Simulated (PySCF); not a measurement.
## F²⁺ (fluorine, charge +2): TPSSh calculation

Configuration: [He] 2s2 2p3, high-spin 4S determinant. All numbers are calculated (PySCF 2.14, the non-relativistic Hamiltonian (point nucleus), in aug-cc-pVQZ (6s5p4d3f2g, 80 functions)).

| Property | Result |
| --- | --- |
| Total energy | -97.8302 hartree |
| One-electron energy | -126.1803 hartree |
| Hartree (Coulomb) energy | 37.7700 hartree |
| Exchange-correlation energy | -9.4199 hartree |
| Kinetic energy | 97.65348 hartree |
| ⟨S²⟩ | 3.7517 |
| ⟨L²⟩ | 0.000 |
| Sum of ⟨r⟩ | 4.837 bohr |
| Sum of ⟨r²⟩ | 5.019 bohr² |
| Density at the nucleus (Gaussians lack the cusp) | 445 bohr⁻³ |
| Spin density at the nucleus | -0.417 bohr⁻³ |
| Langevin diamagnetic susceptibility | -3.98 ×10⁻⁶ cm³/mol |

```
shell  electrons  mean orbital energy (eV)  rms radius, mean of both spins (bohr)
 1s α          1                   -719.32                                  0.204
 1s β          1                   -715.96                                  0.204
 2s α          1                   -73.113                                   1.01
 2s β          1                   -64.402                                   1.01
 2p α          3                   -53.185                                  0.984
```
